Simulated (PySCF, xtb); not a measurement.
H5Sn, SMILES [SnH5-], charge -1.

Harmonic wavenumbers (cm⁻¹) from xtb with GFN2-xTB at its own minimum, in rising order: 326, 331, 673, 692, 692, 713, 876, 957, 968, 971, 1202, 1208.

What does B3LYP-D3(BJ)/def2-TZVPD run with PySCF give at its own minimum? (Estimate from the structure and the level; the computed values follow.)

418, 418, 735, 735, 754, 935, 936, 1149, 1284, 1639, 1639, 1677. Paired by order, the mean absolute difference is 226 cm⁻¹ and the zero-point energies are 13.7 and 17.6 kcal/mol.
